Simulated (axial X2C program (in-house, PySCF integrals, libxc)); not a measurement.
**Spin–orbit effects down a group: molecules with H (ions), HF**

Calculated with an in-house all-electron X2C program for linear molecules (integrals from PySCF), spin-free (one-electron X2C) or two-component (2c: spin–orbit coupling with atomic mean-field Coulomb and Gaunt terms, which also bring small scalar terms), in Dyall basis sets with cores contracted in-house; open shells are unrestricted.

Basis sets: Br dyall-cv3z, Cl dyall-av3z, F dyall-av3z, H dyall-v3z, I dyall-cv3z.

```csv
molecule,spin-free state,Re (Å),ωe (cm⁻¹),De (eV),2c state,Re 2c (Å),ωe 2c (cm⁻¹),De 2c (eV)
HF⁺,"M_S = 1/2, Λ = 1",0.981,3305.7,3.46,Ω = 3/2,0.981,3306.5,3.47
HCl⁺,"M_S = 1/2, Λ = 1",1.305,2813.6,3.40,Ω = 3/2,1.305,2813.4,3.43
HBr⁺,"M_S = 1/2, Λ = 1",1.434,2580.7,2.74,Ω = 3/2,1.435,2577.6,n/a
HI⁺,"M_S = 1/2, Λ = 1",1.617,2345.3,2.10,Ω = 3/2,1.620,2330.5,n/a
```

Fragments in 2c: F + H+, Cl+ + H, Br+ + H, I+ + H. Each entry is the lowest single determinant of a limited PBE0 search at one distance. De goes to single-determinant-based atoms at the same level (for ions the charge split of lowest energy) and is withheld (n/a) where an atom does not fit its ground term or J level. Main or longest-lived isotopes. Some light 2c atoms are not at their ground J level, so De misses part of their lowering (0.04 eV or less).
